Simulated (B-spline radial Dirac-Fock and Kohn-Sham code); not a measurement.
Level of theory: Dirac-Fock energy differences between relaxed states, corrected for Breit and QED terms; a radial finite-basis atomic code. The model has no electron correlation.

Q: Identify the element and charge state from the binding energies below (tabulated ground configuration; the least bound level is included).

```
level  binding energy (eV)
   1s              10869.3
   2s               1804.6
2p1/2               1644.0
   3s                569.4
   3p                510.9
```

A: Ga¹⁴⁺: Z = 31 with 17 electrons, [Ne] 3s2 3p5. The hydrogen-like estimate √(E/Ry) = 28.3 for the K level lies 2.7 below Z; the outermost level, at 510.9 eV, fixes the charge.

Q: Identify the element and charge state from the binding energies below (tabulated ground configuration; the least bound level is included).

```
level  binding energy (eV)
    K              13677.6
   L1               2625.6
   L2               2449.3
   L3               2406.8
   M1                984.8
```

A: Se²²⁺: Z = 34 with 12 electrons, [Ne] 3s2. The hydrogen-like estimate √(E/Ry) = 31.7 for the K level lies 2.3 below Z; the outermost level, at 984.8 eV, fixes the charge.

Q: An atom or ion in its tabulated ground configuration has these computed binding energies (the last is its least bound level). Which is it?

```tsv
level	binding energy (eV)
1s	55427.2
2p3/2	9395.2
3p1/2	3360.7
3p3/2	3185.7
3d3/2	2856.7
3d5/2	2818.9
4s	1690.0
```

A: Dy³⁷⁺: Z = 66 with 29 electrons, [Ar] 3d10 4s1. The hydrogen-like estimate √(E/Ry) = 63.8 for the K level lies 2.2 below Z (screening lowers it, relativity raises it); the outermost level, at 1690.0 eV, fixes the charge.
